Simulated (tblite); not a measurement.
C9H15F.
Atom-mapped SMILES: `[CH2:1]=[CH:2][CH2:3][CH2:4]/[C:5]([CH2:6][CH3:7])=[C:8](/[CH3:9])[F:10]` (hydrogens: H11, H12 on C1; H13 on C2; H14, H15 on C3; H16, H17 on C4; H18, H19 on C6; H20, H21, H22 on C7; H23, H24, H25 on C9)

Structure optimised with GFN2-xTB, isolated species.

Question: List the bond lengths, angles and torsions at this level.

Answer: 
```csv
bond,length (Å),order
C1=C2,1.320,double
C2–C3,1.494,single
C3–C4,1.540,single
C4–C5,1.505,single
C5–C6,1.503,single
C6–C7,1.530,single
C5=C8,1.328,double
C8–C9,1.494,single
C8–F10,1.367,single
C1–H11,1.077,single
C1–H12,1.078,single
C2–H13,1.084,single
"C3–H14, C3–H15",1.092,single
"C4–H16, C4–H17",1.091,single
"C6–H18, C6–H19",1.091,single
"C7–H20, C7–H21, C7–H22",1.087,single
"C9–H23, C9–H24, C9–H25",1.088,single
```

Bonds in one row agree within 0.01 Å and their mean is given. Orders are formal, as drawn. A selection of angles:
```csv
angle,degrees
C1–C2–C3,124.6
C2–C3–C4,112.1
C3–C4–C5,111.5
C4–C5–C6,117.4
C4–C5–C8,121.1
C6–C5–C8,121.6
C5–C6–C7,111.2
C5–C8–C9,129.3
C5–C8–F10,118.6
C9–C8–F10,112.0
```

Torsions: C1–C2–C3–C4 -118° (anticlinal); C2–C3–C4–C5 67° (synclinal); C3–C4–C5–C6 -96° (anticlinal); C4–C5–C6–C7 -84° (synclinal); C4–C5–C8–C9 180° (antiperiplanar). The mirror-image conformer, all signs reversed, is as good.

Of the pairs four or more bonds apart, F10···H17 is among the closest relative to their van der Waals radii: 2.46 Å, 92 % of the sum of Bondi's values. The 8 C–C bonds span 1.320 Å (C1=C2, drawn double) to 1.540 Å (C3–C4, drawn single), a spread of 0.220 Å.

Point group: C1 (no symmetry element, even within 0.4 Å). GFN2-xTB frequencies show an imaginary mode (31i cm⁻¹), so the point is no minimum at that level. 3 starts were optimised and ended at 0.00, 0.08 and 0.73 kcal/mol (GFN2-xTB); the lowest of these is shown.

All values are computed, not measured.
